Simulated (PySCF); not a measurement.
**Si₄, triplet: data card**

Level of theory: UPBE0/[Si def2-TZVP], no relativity, density fitting, PySCF.

The structure is a saddle point with 1 imaginary mode.

```xyz
4
charge 0 multiplicity 3, angstrom
Si    1.1527    1.1527    0.0000
Si   -1.1527    1.1527    0.0000
Si   -1.1527   -1.1527    0.0000
Si    1.1527   -1.1527    0.0000
```

```json
{
 "Point group": "D4h",
 "Bond lengths": "Si–Si 2.305 Å (×4)",
 "Bond angles": "Si–Si–Si 90.0° (×4)",
 "Atomisation energy without zero-point energy": "1006 kJ/mol",
 "Zero-point energy (real modes)": "11.5 kJ/mol",
 "Principal quadrupole moments (Buckingham, traceless) about the centre of mass": "-3.03, -3.03, 6.07 D Å",
 "Principal polarisabilities": "94.1, 170.1, 170.1 bohr³",
 "Lowest empty level (α)": "-3.38 eV",
 "Rotational constants": "0.1134, 0.1134, 0.05668 cm⁻¹",
 "Spin squared ⟨S²⟩": "2.017",
 "Highest occupied level (α)": "-5.39 eV",
 "Dipole moment": "0.00 D"
}
```

Harmonic modes (masses in u: Si 27.977):
```csv
symmetry,ω (cm⁻¹),"IR (km/mol, summed over degenerate members)"
b2u,399i,–
b1g,184,0.0
eu,402,6.1
a1g,452,0.0
b2g,487,0.0
```

In D4h the vibrations span b2u + b1g + eu + a1g + b2g. The a1g, b1g, b2g, b2u modes carry no infrared intensity, as symmetry demands. With a centre of inversion only u modes can be infrared active and only g modes Raman active.

Charges (e):
```
 atom  Mulliken  Löwdin  polar tensor  spin (Mulliken)  Mayer order to Si1
  Si1      0.00    0.00          0.00             0.50                   –
Si2,4      0.00    0.00          0.00             0.50                1.16
  Si3      0.00    0.00          0.00             0.50                0.55
```
Other Mayer orders above 0.3: Si–Si 0.55, Si–Si 1.16 (×2).

Mulliken populations on Si1: s 5.72, p 8.12, d 0.15, f 0.01.

Outer orbital energies (eV). α occupied: -13.08, -13.08, -9.22, -8.08, -7.69, -7.23, -5.39, -5.39; empty: -3.38, -3.38, -0.70, -0.40. β occupied: -16.18, -12.44, -12.44, -8.02, -7.51, -7.13, -6.62; empty: -3.20, -3.20, -2.98, -2.98.

Other isomers or separated fragments may lie lower. At this level a triplet minimum of D2d symmetry lies 82 kJ/mol below this structure.

The final relaxation and frequency run took 36 s on 4 threads of a shared Arm Neoverse V2 host, with 148 basis functions and 6 gradients; the process peaked at 1.5 GiB. Launch command: `OMP_NUM_THREADS=4 python axn.py task.json out`.
